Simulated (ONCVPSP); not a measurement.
# aluminium: one change to an ONCV potential, before and after

```
Element                 : Al (Z = 13)
Generator               : ONCVPSP 4.0.1
Type                    : optimised norm-conserving Vanderbilt (ONCV)
Functional              : PW91
Relativity              : scalar-relativistic
Frozen core             : [Ne]
Valence charge          : 3
Reference configuration : 3s1 (charge +2)
Partial waves           : 3s: rc 1.90 bohr, ncon 3, nbas 7, qcut 4 1/bohr, 2 projectors, debl 3.1 Ha; p scattering state at 0.38 Ha: rc 1.60 bohr, ncon 4, nbas 9, qcut 5.4 1/bohr, local; d scattering state at 0.25 Ha: rc 1.60 bohr, ncon 4, nbas 8, qcut 6.9 1/bohr, 2 projectors, debl 1.7 Ha
Local potential         : the p channel
Core correction         : none
```

In the p channel the program set the typed energies aside and used 0.050 Ha.

Change: s: rc 2.06.

Cutoffs: the cutoffs (Ha) at which the residual kinetic energy of the hardest occupied pseudo-wave falls to 1 and 0.1 mHa per electron; they do not see the model core or the augmentation charge, which bear on the density cutoff. Errors are all-electron minus pseudo energies relative to the spin-unpolarised reference configuration.

Question: How do hardness, ghosts and transferability respond?

Answer: The potential gets neither clearly harder nor softer (6.2 Ha and 8.0 Ha → 5.9 Ha and 7.5 Ha); the errors of the 4 common tests hardly move; neither file shows a bound ghost.

| quantity | base | changed |
| --- | --- | --- |
| cutoff, loose | 6.2 Ha | 5.9 Ha |
| cutoff, tight | 8.0 Ha | 7.5 Ha |
| bound ghosts | none | none |
| GHOST(+) flags under 300 eV | none | none |
| error for 3s2 3p1, meV [ΔE -25.08 eV] | +99 | +97 |
| error for 3s2, meV [ΔE -19.28 eV] | +33 | +31 |
| error for 3s2 3p0.5, meV [ΔE -22.98 eV] | +72 | +71 |
| error for 3s1 3p1, meV [ΔE -13.46 eV] | +94 | +94 |
| p: phases at 1.62 bohr within 0.05 rad from the reference energy up to (Ha; the scan ends near 5) | 2.9 | 2.9 |
| d: phases at 1.62 bohr within 0.05 rad from the reference energy up to (Ha; the scan ends near 5) | 4.8 | 4.8 |

Base: The cutoffs count occupied waves only; projector 2 of the d channel, the hardest unoccupied one, needs 22 Ha at the loose tolerance. Changed file: The cutoffs count occupied waves only; projector 2 of the d channel, the hardest unoccupied one, needs 22 Ha at the loose tolerance.
